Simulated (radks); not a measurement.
Values are calculated unless marked as measured or tabulated.
Ho3+, configuration [Xe] 4f9 6s1 (not the ground configuration). Level of theory: scalar-relativistic Kohn-Sham, PBE, spin-polarised, spherical densities, finite nucleus; open shells are filled with parallel spins first (spin-orbit coupling, left out, can overturn this in heavy ions); Fermi nuclear charge, rms radius 5.2022 fm (a radial shooting solver on a logarithmic mesh with Libxc functionals).

Radial electron density D(r) = 4 pi r^2 rho(r):

```
   r/bohr * D(r) (the largest magnitude, 120, reaches the edge; | marks zero)
 0.003334 |             *
 0.003851 |               *
 0.004483 |                   *
 0.005177 |                      *
 0.006027 |                          *
 0.007016 |                             *
 0.008103 |                                 *
 0.009433 |                                    *
  0.01098 |                                       *
  0.01268 |                                        *
  0.01476 |                                        *
  0.01719 |                                       *
  0.01985 |                                      *
  0.02311 |                                    *
   0.0269 |                                   *
  0.03107 |                                    *
  0.03617 |                                       *
  0.04211 |                                            *
  0.04863 |                                                 *
  0.05661 |                                                     *
  0.06591 |                                                      *
  0.07612 |                                                    *
  0.08861 |                                               *
   0.1023 |                                          *
   0.1191 |                                         *
   0.1387 |                                           *
   0.1602 |                                               *
   0.1865 |                                                *
   0.2171 |                                           *
   0.2507 |                                 *
   0.2919 |                        *
   0.3398 |                     *
   0.3924 |                      *
   0.4568 |                         *
   0.5318 |                        *
   0.6142 |                    *
    0.715 |              *
   0.8323 |         *
   0.9613 |       *
    1.119 |     *
    1.303 |    *
    1.505 |  *
    1.752 | *
    2.023 |*
    2.355 |*
    2.741 *
    3.166 *
    3.686 *
    4.291 *
    4.955 *
    5.769 *
    6.716 *
    7.756 *
```

D(r) has 4 maxima, at r = 0.0143, 0.0638, 0.178, 0.483 bohr, and minima at 0.0273, 0.116, 0.345 bohr, inside which lie 1.93, 11.11, 29.50 electrons.
